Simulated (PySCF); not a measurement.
Magnetic susceptibility: SMILES C#Cc1[nH+]c[nH]c1C(=C)C, [C8H9N2]+, charge +1

Geometry:
| atom | x (Å) | y (Å) | z (Å) |
| --- | --- | --- | --- |
| C1 | 2.217 | 1.552 | 2.163 |
| C2 | 1.730 | 0.779 | 1.381 |
| C3 | 1.231 | -0.171 | 0.479 |
| N4 | 1.980 | -1.255 | 0.093 |
| C5 | 1.281 | -1.998 | -0.756 |
| N6 | 0.097 | -1.420 | -0.929 |
| C7 | 0.011 | -0.273 | -0.180 |
| C8 | -1.173 | 0.566 | -0.180 |
| C9 | -1.242 | 1.671 | 0.565 |
| C10 | -2.300 | 0.115 | -1.062 |
| H11 | 2.614 | 2.246 | 2.845 |
| H12 | 2.919 | -1.439 | 0.419 |
| H13 | 1.614 | -2.905 | -1.222 |
| H14 | -0.649 | -1.760 | -1.521 |
| H15 | -0.434 | 1.990 | 1.199 |
| H16 | -2.123 | 2.288 | 0.554 |
| H17 | -2.678 | -0.858 | -0.749 |
| H18 | -1.984 | 0.057 | -2.103 |
| H19 | -3.120 | 0.824 | -1.003 |

Total charge +1.

Computed with PySCF 2.14.0, GIAO PBE/pcSseg-1 magnetisability, rotational g tensor and spin-rotation constants, non-relativistic, gas phase. Geometry: GFN2-xTB.

For an ion the centre-of-mass motion in the field is neglected.

(1) How diamagnetic is it, and how anisotropic?

(2) Split it along the inertial axes a, b, c into diamagnetic and paramagnetic parts about the centre of mass, with the quadrupole moment.

(3) And the rotational g tensor?

## Answers

(1) Isotropic -1382 × 10⁻³⁰ J/T², or -83.2 × 10⁻⁶ cm³/mol; principal values -1829, -1203, -1114 × 10⁻³⁰ J/T², anisotropy 675 × 10⁻³⁰ J/T² (root of half the summed squared differences of the principal values). The susceptibility is in cgs units.

(2) 
```csv
axis,χ (10⁻⁶ cm³/mol),diamagnetic (10⁻⁶ cm³/mol),paramagnetic (10⁻⁶ cm³/mol),summed x² of all electrons (Å²),quadrupole Θ (D Å)
a,-68.2,-763.3,695.1,220.1,+13.15
b,-71.3,-993.9,922.5,165.7,+17.59
c,-110.1,-1636.8,1526.7,14.2,-30.74
```
Anisotropies 2χaa − χbb − χcc = +45.1 and 2χbb − χaa − χcc = +35.6 × 10⁻⁶ cm³/mol. Θ is traceless in Buckingham's convention.

(3) 
```tsv
axis	rotational constant (GHz)	g	nuclear part	electronic part
a	1.7968	-0.0087	0.5781	-0.5867
b	1.3523	-0.0062	0.5799	-0.5861
c	0.7754	+0.0209	0.5770	-0.5561
```
Asymmetric top; isotopes 12C, 1H, 14N; no vibrational averaging.
